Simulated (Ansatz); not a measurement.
Steps of a relaxation of C₂H₆AlNOS (`[SH][Al]1[CH2]NC[O]1`) with RKS PBE0-D4/def2-TZVP.

```sh
$ ansatz run in.yaml --threads 4 --pin off --events-out ev --progress --plain --max-ram 10444MiB
```

```yaml
crystal:
  periodic: [false, false, false]
  atoms:
    - {symbol: S, position_ang: [0.975661, 3.262774, 0.247925]}
    - {symbol: Al, position_ang: [0.393937, 1.146741, 0.205041]}
    - {symbol: C, position_ang: [0.770917, -0.642748, 0.997806]}
    - {symbol: N, position_ang: [0.112931, -1.476259, -0.039010]}
    - {symbol: C, position_ang: [-1.052426, -0.815523, -0.618865]}
    - {symbol: O, position_ang: [-0.853052, 0.578182, -0.881906]}
    - {symbol: H, position_ang: [0.068818, 3.569383, -0.725077]}
    - {symbol: H, position_ang: [0.274773, -0.790044, 1.984121]}
    - {symbol: H, position_ang: [1.826158, -0.949606, 1.129829]}
    - {symbol: H, position_ang: [0.788699, -1.669973, -0.789775]}
    - {symbol: H, position_ang: [-1.317448, -1.340711, -1.562184]}
    - {symbol: H, position_ang: [-1.911868, -0.927418, 0.085993]}
basis:
  gaussian: {orbitals: def2-TZVP}
hamiltonian: {xc: pbe0, dispersion: d4}
relax: {f_tol: 0.005, max_steps: 150}
```

Positions (Å) and forces (eV/Å) along the path, 9 of 9 steps:

```xyz
12
step=1 energy=-23132.8272 eV
S     0.976    3.263    0.248   -0.343   -0.158   -0.306
Al    0.394    1.147    0.205   -0.463   -0.303   -0.387
C     0.771   -0.643    0.998    0.139    0.056    0.269
N     0.113   -1.476   -0.039    0.245    0.122   -0.363
C    -1.052   -0.816   -0.619   -0.274   -0.088   -0.034
O    -0.853    0.578   -0.882    0.462   -0.216    0.518
H     0.069    3.569   -0.725    0.307   -0.138    0.343
H     0.275   -0.790    1.984    0.226    0.026   -0.528
H     1.826   -0.950    1.130   -0.541    0.143   -0.100
H     0.789   -1.670   -0.790   -0.426    0.144    0.468
H    -1.317   -1.341   -1.562    0.180    0.324    0.472
H    -1.912   -0.927    0.086    0.489    0.090   -0.351
12
step=2 energy=-23132.8784 eV
S     0.979    3.237    0.256   -0.150   -0.064   -0.132
Al    0.382    1.143    0.196   -0.275   -0.241   -0.232
C     0.766   -0.626    0.990    0.027    0.061    0.129
N     0.111   -1.469   -0.034    0.052    0.069   -0.171
C    -1.048   -0.813   -0.616   -0.094   -0.053   -0.024
O    -0.848    0.572   -0.886    0.311    0.020    0.315
H     0.069    3.518   -0.706    0.123    0.002    0.123
H     0.278   -0.782    1.965    0.084    0.021   -0.144
H     1.811   -0.927    1.114   -0.146    0.047   -0.024
H     0.779   -1.661   -0.777   -0.123    0.020    0.128
H    -1.306   -1.331   -1.549    0.044    0.092    0.145
H    -1.896   -0.916    0.082    0.147    0.026   -0.113
12
step=3 energy=-23132.8872 eV
S     0.971    3.215    0.251    0.027    0.080    0.005
Al    0.373    1.127    0.189   -0.097    0.002   -0.096
C     0.763   -0.624    0.989    0.007    0.036    0.015
N     0.110   -1.470   -0.032   -0.034    0.019   -0.005
C    -1.047   -0.818   -0.615    0.019   -0.008    0.004
O    -0.845    0.563   -0.882    0.043    0.024    0.040
H     0.082    3.563   -0.700    0.025   -0.059    0.040
H     0.283   -0.780    1.960   -0.013   -0.011    0.041
H     1.804   -0.917    1.108    0.046   -0.017    0.004
H     0.774   -1.666   -0.770    0.038   -0.030   -0.031
H    -1.301   -1.331   -1.544   -0.015   -0.031   -0.040
H    -1.889   -0.919    0.079   -0.047   -0.006    0.024
12
step=4 energy=-23132.8888 eV
S     0.979    3.216    0.259   -0.003   -0.002   -0.003
Al    0.368    1.131    0.183    0.008    0.001    0.007
C     0.763   -0.618    0.988    0.000    0.031    0.005
N     0.109   -1.466   -0.032   -0.023   -0.007   -0.015
C    -1.049   -0.817   -0.616    0.024   -0.024    0.014
O    -0.847    0.564   -0.884   -0.011    0.028   -0.010
H     0.082    3.536   -0.693    0.004    0.015    0.001
H     0.285   -0.774    1.961   -0.004   -0.010    0.017
H     1.806   -0.910    1.105    0.017   -0.005   -0.002
H     0.774   -1.667   -0.769    0.014   -0.016   -0.005
H    -1.301   -1.333   -1.546   -0.005   -0.011   -0.016
H    -1.892   -0.919    0.077   -0.021    0.000    0.007
12
step=5 energy=-23132.8879 eV rejected
S     0.983    3.216    0.259    0.008    0.005    0.000
Al    0.363    1.134    0.183   -0.050   -0.015   -0.010
C     0.762   -0.612    0.990   -0.028   -0.112   -0.057
N     0.105   -1.467   -0.033    0.207    0.037    0.164
C    -1.049   -0.824   -0.615   -0.163    0.084   -0.084
O    -0.861    0.564   -0.873    0.036    0.007   -0.001
H     0.094    3.550   -0.695    0.000    0.001    0.002
H     0.292   -0.776    1.965    0.000    0.012   -0.003
H     1.807   -0.904    1.098   -0.007    0.004   -0.001
H     0.775   -1.673   -0.763   -0.019   -0.005   -0.020
H    -1.295   -1.330   -1.552    0.004   -0.017    0.008
H    -1.900   -0.934    0.070    0.011   -0.002    0.001
12
step=6 energy=-23132.8891 eV
S     0.980    3.216    0.259    0.000   -0.001    0.000
Al    0.366    1.132    0.183    0.000   -0.001   -0.002
C     0.763   -0.616    0.989   -0.008   -0.003    0.001
N     0.108   -1.467   -0.031    0.010    0.006    0.005
C    -1.049   -0.819   -0.617   -0.004   -0.002   -0.004
O    -0.850    0.564   -0.883   -0.003    0.005   -0.002
H     0.085    3.545   -0.692    0.003    0.006    0.002
H     0.288   -0.775    1.963    0.003   -0.002    0.003
H     1.807   -0.908    1.103    0.002    0.003   -0.002
H     0.774   -1.671   -0.766   -0.005   -0.006    0.000
H    -1.300   -1.334   -1.548    0.002   -0.003    0.000
H    -1.895   -0.922    0.075    0.000   -0.001   -0.001
12
step=7 energy=-23132.8892 eV
S     0.981    3.215    0.260    0.002   -0.002    0.003
Al    0.363    1.132    0.182    0.000    0.002   -0.002
C     0.763   -0.614    0.989   -0.009   -0.013   -0.002
N     0.107   -1.467   -0.030    0.016    0.006    0.010
C    -1.050   -0.822   -0.617   -0.009    0.009   -0.006
O    -0.853    0.562   -0.884   -0.003   -0.005   -0.003
H     0.090    3.553   -0.689    0.000    0.001   -0.001
H     0.291   -0.774    1.964    0.004    0.002    0.000
H     1.808   -0.904    1.099    0.000    0.004   -0.001
H     0.773   -1.676   -0.764   -0.006   -0.002    0.000
H    -1.299   -1.337   -1.549    0.003   -0.001    0.002
H    -1.898   -0.924    0.072    0.002   -0.001   -0.001
12
step=8 energy=-23132.8892 eV
S     0.982    3.215    0.263    0.001   -0.001    0.002
Al    0.361    1.132    0.180    0.001    0.002   -0.001
C     0.763   -0.613    0.988   -0.006   -0.008    0.000
N     0.106   -1.467   -0.028    0.007    0.003    0.004
C    -1.051   -0.823   -0.618   -0.004    0.005   -0.003
O    -0.854    0.561   -0.886   -0.001   -0.003   -0.001
H     0.092    3.558   -0.687   -0.001   -0.001   -0.001
H     0.294   -0.773    1.966    0.003    0.001   -0.001
H     1.808   -0.901    1.096    0.000    0.002   -0.001
H     0.772   -1.679   -0.761   -0.003    0.000    0.001
H    -1.297   -1.339   -1.549    0.001    0.000    0.001
H    -1.899   -0.925    0.070    0.001    0.000   -0.001
12
step=9 energy=-23132.8892 eV
S     0.982    3.214    0.264    0.000    0.000    0.000
Al    0.360    1.132    0.179    0.000    0.000    0.001
C     0.763   -0.613    0.988   -0.002   -0.002    0.001
N     0.106   -1.467   -0.027    0.001    0.001   -0.001
C    -1.051   -0.823   -0.618    0.000    0.001   -0.001
O    -0.854    0.561   -0.887    0.001   -0.001    0.000
H     0.093    3.558   -0.686    0.000   -0.001    0.000
H     0.296   -0.773    1.966    0.001    0.000   -0.001
H     1.809   -0.900    1.095    0.000    0.000   -0.001
H     0.771   -1.681   -0.760   -0.001    0.000    0.001
H    -1.297   -1.340   -1.549    0.000    0.000    0.000
H    -1.900   -0.924    0.070    0.000    0.000    0.000
```

It took 3.9 min on 4 threads of a server CPU on a shared host, with 0.74 GiB of host memory at the peak.
